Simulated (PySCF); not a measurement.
Computed shifts of a molecule C₃H₇BO₂, HF/pcSseg-1 (PySCF), GIAO, gas phase, equivalent atoms averaged, in ppm (number of nuclei): ¹³C: 66.7 (1), 20.8 (1), 15.1 (1). ¹H: 4.39 (1), 4.23 (1), 3.89 (1), 1.68 (1), 1.42 (3). References: ¹³C against TMS (σ = 192.6 ppm); ¹⁷O against H2O (σ = 333.0 ppm); ¹¹B against BF3 (σ = 102.7 ppm); ¹H against TMS (σ = 31.99 ppm), references at their B3LYP-D3(BJ)/def2-TZVP geometries, non-relativistic. Geometry: B3LYP-D3(BJ)/def2-SVP. The values are those of a single conformer.

Question: Which molecule gave these data?
A. OB1CCCO1
B. C[C@@H]1COB1O
C. CCB(O)C=O
D. CB(C)OC=O

Answer: B, C[C@@H]1COB1O
